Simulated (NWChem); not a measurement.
System: HfH4; SMILES [HfH4]

```xyz
5

Hf     0.0000     0.0000     0.0000
H      1.0391    -1.0900     1.0649
H     -1.0391     1.0900     1.0649
H     -1.0900    -1.0391    -1.0649
H      1.0900     1.0391    -1.0649
```
Atoms are numbered in this order, from 1.

Coordinates come from a PBE0/def2-SVP optimisation. Not confirmed as a minimum by frequencies. def2 effective core potentials on Hf; no spin-orbit coupling.

Task: List the 4 lowest vertical singlet excitations from PBE0/def2-SVPD with def2 effective core potentials on Hf, TDA (NWChem).

Result: 
```json
[
 {"state": "S1", "energy (eV)": "4.36", "oscillator strength": "0.000", "leading excitation (squared amplitude)": "HOMO → LUMO (0.99)"},
 {"state": "S2", "energy (eV)": "4.36", "oscillator strength": "0.000", "leading excitation (squared amplitude)": "HOMO−1 → LUMO+1 (0.74)"},
 {"state": "S3", "energy (eV)": "4.36", "oscillator strength": "0.000", "leading excitation (squared amplitude)": "HOMO−2 → LUMO+1 (0.74)"},
 {"state": "S4", "energy (eV)": "4.64", "oscillator strength": "0.010", "leading excitation (squared amplitude)": "HOMO → LUMO+1 (0.97)"}
]
```
